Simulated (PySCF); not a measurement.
## [TaCl4]+ at several levels of theory

Computed with PySCF 2.14.0 (density fitting, no spin-orbit coupling) at the geometry relaxed with PBE0:

```xyz
5
[TaCl4]+ (singlet)
Ta    0.0000    0.0000    0.0000
Cl    1.2817    1.2817    1.2817
Cl   -1.2817   -1.2817    1.2817
Cl    1.2817   -1.2817   -1.2817
Cl   -1.2817    1.2817   -1.2817
```

| level | basis | state | HOMO (eV) | gap (eV) | charge on Ta1 (e) | dipole about the centre of mass (D) | largest force component (eV/Å) |
| --- | --- | --- | --- | --- | --- | --- | --- |
| PBE0 | Ta def2-SVP with ECP60, Cl def2-SVP | singlet | -15.30 | 6.38 | 0.97 | 0.00 | 0.01 |
| TPSSh | the same | singlet | -14.64 | 5.31 | 1.01 | 0.00 | 0.17 |
| PBE | the same | singlet | -13.88 | 4.37 | 0.81 | 0.00 | 0.23 |
| r2SCAN | the same | singlet | -14.36 | 4.76 | 0.99 | 0.00 | 0.12 |
| wB97X | the same | singlet | -17.65 | 10.75 | 1.02 | 0.00 | 0.06 |
| PBE0 | Ta x2c-SVPall, Cl x2c-SVPall | singlet | -15.31 | 6.12 | 0.75 | 0.00 | 0.45 |

Charges are Mulliken's, which hang on the basis. The relaxation used the grid (50, 194), these runs (75, 302) or, all-electron (x2c bases, spin-free X2C Hamiltonian), (99, 590).

Question: What does PBE0 with Ta def2-TZVP with ECP60, Cl def2-TZVP give here?

Answer: state singlet, HOMO (eV) -15.09, gap (eV) 6.39, charge on Ta1 (e) 1.20, dipole about the centre of mass (D) 0.00, largest force component (eV/Å) 0.17. Time: 18 s on 2 threads of Arm Neoverse V2, on a shared host, from free ions and atoms.

In the first row's basis the gap widens with exact exchange: 4.4 to 4.8 eV for PBE, r2SCAN (none); 5.3 to 6.4 eV for TPSSh, PBE0 (a fixed share); 10.7 eV for wB97X (rising or full at long range).
